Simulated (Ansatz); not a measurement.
`[OH][W]([OH])([OH])([OH])([Cl])[Cl]`, 11 atoms. Charge 0, multiplicity 1. Correlated methods include outer-core shells of W, which these sets cover unevenly. W: def2 effective core potential. Hardware: A = 2 threads of a server CPU on a shared host; B = 2 threads of an AMD EPYC 7R13 on a shared host and a share of an NVIDIA H100 80 GB. Correlated methods freeze the cores. Open-shell runs search over several starts.

Task: How many basis functions does each run have, and how long does it take in Ansatz? RHF-CCSD(T)/def2-TZVPP energy [B]; RKS r2SCAN-D4/def2-TZVPP energy and forces [A]; RKS PBE0-D4/def2-TZVPP energy [A]; direct RPA on PBE orbitals/def2-TZVPP energy [A]; RKS revPBE-D4/def2-TZVPP energy [A]; UKS PBE0-D4/def2-TZVPP energy of the cation [A]; RKS PBE0-D4/def2-QZVPP energy [B]; UKS r2SCAN-D4/def2-TZVPP energy of the cation [A]; UKS PBE-D4/def2-TZVPP energy of the cation [A]; RKS PBE0-D4/def2-TZVP relaxation (44 steps) [B]; UHF-CCSD(T)/def2-TZVPP energy of the cation [B]; RKS PBE0-D4/def2-SVP energy [A]. (An estimate is asked.)

Result: Computed: Other jobs shared the machine, so times are rough.

| level | job | functions | wall time | peak host memory (GiB) |
| --- | --- | --- | --- | --- |
| RKS PBE0-D4/def2-SVP | energy [A] | 144 | 4.2 s | 0.65 |
| RKS revPBE-D4/def2-TZVPP | energy [A] | 320 | 6.5 s | 0.62 |
| RKS PBE0-D4/def2-QZVPP | energy [B] | 569 | 6.5 s | 1.2 |
| RKS PBE0-D4/def2-TZVPP | energy [A] | 320 | 12 s | 1.3 |
| RHF-CCSD(T)/def2-TZVPP | energy [B] | 320 | 13 s | 1.4 |
| RKS r2SCAN-D4/def2-TZVPP | energy and forces [A] | 320 | 15 s | 0.65 |
| direct RPA on PBE orbitals/def2-TZVPP | energy [A] | 320 | 35 s | 1.2 |
| UKS PBE-D4/def2-TZVPP | energy of the cation [A] | 320 | 73 s | 1.6 |
| UKS PBE0-D4/def2-TZVPP | energy of the cation [A] | 320 | 98 s | 2.4 |
| RKS PBE0-D4/def2-TZVP | relaxation (44 steps) [B] | 262 | 110 s | 0.97 |
| UKS r2SCAN-D4/def2-TZVPP | energy of the cation [A] | 320 | 2.1 min | 1.7 |
| UHF-CCSD(T)/def2-TZVPP | energy of the cation [B] | 320 | 3.3 min | 2.5 |
